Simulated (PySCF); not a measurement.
BrH₃S₃Ti, SMILES [SH][Ti]([SH])([SH])[Br], multiplicity 1. Geometry optimised at PBE-D3(BJ)/def2-SVP. The multiplicity is an assumed one; other spin states were not compared. One conformer was computed; it need not be the lowest.

Computed equilibrium geometry at PBE-D3(BJ)/def2-SVP (PySCF confirms it by a frequency run) as bond lengths and angles (one conformer of several):
Atoms: Ti1 Br2 S3 H4 S5 H6 S7 H8. Bonds (Å): Ti1–Br2 2.351, Ti1–S3 2.262, Ti1–S5 2.272, Ti1–S7 2.278, S3–H4 1.371, S5–H6 1.368, S7–H8 1.370. Bond angles (°): Br2–Ti1–S3 113.5, Br2–Ti1–S5 112.1, Br2–Ti1–S7 112.5, S3–Ti1–S5 104.7, S3–Ti1–S7 103.5, S5–Ti1–S7 109.9, Ti1–S3–H4 88.3, Ti1–S5–H6 87.3, Ti1–S7–H8 88.6.
